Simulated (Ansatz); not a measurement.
A run for Ansatz (a quantum-chemistry and plane-wave program): U-r2SCAN/def2-TZVPP on KO, 2S+1 = 2, a spin state set in the input, which need not be the lowest, a point of a bond scan (R = 2.195 Å).

Ansatz 0.2 input:
```yaml
crystal:
  periodic: [false, false, false]
  atoms:
    - {symbol: O, position_ang: [0.00000000, 0.00000000, 0.00000000]}
    - {symbol: K, position_ang: [0.00000000, 0.00000000, 2.19492300]}
basis:
  gaussian:
    orbitals: def2-TZVPP
    pivot_positions_ang: [[0.00000000, 0.00000000, 0.00000000], [0.00000000, 0.00000000, 2.19492300]]
hamiltonian:
  xc: {name: r2SCAN}
magnetization: {spin_polarized: true, initial_magnetization: 1}
output: {forces: true, orbitals: {seedname: ./end}}
```

The log:

```
WARN ansatz: RAYON_NUM_THREADS=1 ignored (pool sized by the plan → 1); use --threads N
Functional definition: r2SCAN
integrals: 0.02 GiB planned
476 factors; their error is unknown
mean field: 0.20 GiB planned
mean field evaluation 1: about -18363.5879 eV, gradient 3.5e1 eV
mean field evaluation 2: about -18179.3933 eV, gradient 9.5e1 eV
mean field evaluation 4: about -18367.2693 eV, gradient 1.7e1 eV
mean field evaluation 8: about -18368.6543 eV, gradient 3.3e-2 eV
mean field evaluation 16: about -18368.6424 eV, gradient 2.1e-5 eV
mean field -18368.64244852 eV, -675.0351592701 hartree, gradient 9.5e-6 eV, S^2 0.756046; 1 other end points of the search recorded, 0 dependent functions left out
the calculation of the forces begins
reference -18368.64247456 eV, -675.0351602269 hartree; 14, 13 occupied and 50, 51 virtual orbitals, 476 factors
Total energy: -18368.64247456 eV, -675.0351602269 hartree
Atom 0 at     0.000000     0.000000     0.000000 Å, force     0.000000     0.000000     0.031940 eV/Å
Atom 1 at     0.000000     0.000000     2.194923 Å, force     0.000000    -0.000000    -0.031940 eV/Å
Dipole moment:     0.000000    -0.000000     1.753782 e Å
```

The calculation finished and met its thresholds.

Cost: about 7 core-seconds (a rough figure).
